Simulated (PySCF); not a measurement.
## Radial density of Ar²⁺ (argon, charge +2)

UHF, [Ne] 3s2 3p4, high-spin 3P determinant. All numbers are calculated (PySCF 2.14, the spin-free X2C one-electron Hamiltonian (Gaussian nucleus), in cc-pVTZ-DK (5s4p2d1f, 34 functions)).

```json
{"r (bohr)": "0.00174", "4πr²ρ (e/bohr)": "0.1696", "4πr²(ρα − ρβ)": "0.0000"}
{"r (bohr)": "0.00292", "4πr²ρ (e/bohr)": "0.4367", "4πr²(ρα − ρβ)": "0.0000"}
{"r (bohr)": "0.00491", "4πr²ρ (e/bohr)": "1.101", "4πr²(ρα − ρβ)": "0.0001"}
{"r (bohr)": "0.00826", "4πr²ρ (e/bohr)": "2.662", "4πr²(ρα − ρβ)": "0.0003"}
{"r (bohr)": "0.0139", "4πr²ρ (e/bohr)": "5.970", "4πr²(ρα − ρβ)": "0.0008"}
{"r (bohr)": "0.0234", "4πr²ρ (e/bohr)": "11.77", "4πr²(ρα − ρβ)": "0.0025"}
{"r (bohr)": "0.0393", "4πr²ρ (e/bohr)": "18.61", "4πr²(ρα − ρβ)": "0.0101"}
{"r (bohr)": "0.0661", "4πr²ρ (e/bohr)": "20.68", "4πr²(ρα − ρβ)": "0.0439"}
{"r (bohr)": "0.111", "4πr²ρ (e/bohr)": "15.63", "4πr²(ρα − ρβ)": "0.1592"}
{"r (bohr)": "0.187", "4πr²ρ (e/bohr)": "16.43", "4πr²(ρα − ρβ)": "0.3494"}
{"r (bohr)": "0.315", "4πr²ρ (e/bohr)": "20.95", "4πr²(ρα − ρβ)": "0.2615"}
{"r (bohr)": "0.529", "4πr²ρ (e/bohr)": "9.637", "4πr²(ρα − ρβ)": "0.0170"}
{"r (bohr)": "0.890", "4πr²ρ (e/bohr)": "4.392", "4πr²(ρα − ρβ)": "1.1030"}
{"r (bohr)": "1.50", "4πr²ρ (e/bohr)": "4.155", "4πr²(ρα − ρβ)": "1.3998"}
{"r (bohr)": "2.52", "4πr²ρ (e/bohr)": "0.6373", "4πr²(ρα − ρβ)": "0.2272"}
{"r (bohr)": "4.24", "4πr²ρ (e/bohr)": "0.01069", "4πr²(ρα − ρβ)": "0.0031"}
```

Densities and radii are taken from the X2C orbitals without a picture-change correction, which distorts them close to the nucleus.
